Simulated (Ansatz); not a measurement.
Molecule: CH3F3Ge (charge 0, singlet). 
Coordinates optimised at B3LYP-D3(BJ)/def2-TZVP (Ansatz, a program for electronic structure):
```xyz
8

C     -1.9206    -0.0137     0.1074
Ge    -0.0001     0.0000     0.0000
F      0.7689    -0.1770     1.5335
F      0.6360    -1.2674    -0.9816
F      0.6342     1.4589    -0.6660
H     -2.2459    -0.9600     0.5348
H     -2.2471     0.8096     0.7397
H     -2.3333     0.1019    -0.8928
```

Quantity: vertical ionisation energy (to the doublet state of charge +1; each state is the SCF solution reached for its spin; the molecule has degenerate orbitals, so one determinant may break the symmetry), in eV. Cores are frozen in the correlated levels unless marked. Open shells are spin-unrestricted. No spin-orbit coupling. Frozen are the shells of the preceding noble gas and the d and f shells that filled before the atom's block. No relativistic terms. Basis-set limits of correlation are two-point, X^-3; Hartree-Fock from the larger set. [CCSD(T)-MP2]/basis is that difference in the basis named.

| level | program | vertical ionisation energy (eV) |
|---|---|---|
| HF/aug-cc-pVDZ | Ansatz | 12.77 |
| HF/aug-cc-pVQZ | Ansatz | 12.64 |
| SCS-MP2/aug-cc-pVTZ | Ansatz | 13.35 |
| CCSD/aug-cc-pVDZ | Ansatz | 13.25 |
| CCSD(T)/aug-cc-pVTZ | Ansatz | 13.25 |
| RI-MP2/CBS(aug-cc-pVTZ,aug-cc-pVQZ)+[CCSD(T)-MP2]/aug-cc-pVDZ | Ansatz | 13.35 |
| RI-MP2/CBS(aug-cc-pVTZ,aug-cc-pVQZ)+[CCSD(T)-MP2]/aug-cc-pVTZ | Ansatz | 13.36 |
